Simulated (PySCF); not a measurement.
## Two-photon absorption: 4-ethoxyphenol (SMILES C(C)Oc1ccc(O)cc1)

Geometry (Å), atoms numbered from 1 in this order:
```xyz
20

C     2.661    0.647    0.766
C     2.211   -0.653    0.129
O     0.990   -1.124    0.647
C    -0.176   -0.559    0.251
C    -1.331   -1.014    0.895
C    -2.582   -0.517    0.548
C    -2.709    0.452   -0.453
O    -3.902    0.972   -0.828
C    -1.558    0.909   -1.094
C    -0.302    0.412   -0.749
H     2.732    0.530    1.857
H     3.651    0.937    0.383
H     1.960    1.469    0.558
H     2.938   -1.450    0.346
H     2.157   -0.564   -0.972
H    -1.225   -1.772    1.673
H    -3.473   -0.889    1.063
H    -4.599    0.568   -0.302
H    -1.659    1.667   -1.873
H     0.574    0.796   -1.274
```

Computed with PySCF, TDDFT CAM-B3LYP/aug-cc-pVDZ excited states, vertical, gas phase. Geometry: PBE0-D3(BJ)/def2-SVP.

Give the one- and two-photon strengths of the lowest singlets.

δ for parallel linear polarisation; σ at the peak of a Lorentzian of half width 0.1 eV, single beam; Ω is circular over linear.
```csv
state,E (eV),f,photon λ (nm),δ (au),σ (GM),Ω,main
S1,4.65,0.059,534,2.54,0.02,1.05,"HOMO→LUMO+2 0.63, HOMO→LUMO+3 0.20"
S2,4.99,0.000,497,5.04,0.05,0.21,HOMO→LUMO 0.85
S3,5.38,0.024,461,133,1.41,0.28,"HOMO→LUMO+1 0.68, HOMO→LUMO+5 0.15"
S4,5.57,0.065,445,21.2,0.24,0.61,"HOMO→LUMO+7 0.36, HOMO→LUMO+4 0.30"
S5,5.70,0.002,435,10.3,0.12,1.24,"HOMO→LUMO+3 0.63, HOMO→LUMO+2 0.22"
S6,5.98,0.020,415,163,2.13,0.53,"HOMO→LUMO+5 0.53, HOMO→LUMO+4 0.17"
```

Among these, the strongest one-photon state is S4, the strongest two-photon state S6, with a dipole change of 9.3 D (relaxed, norm of the difference vector).
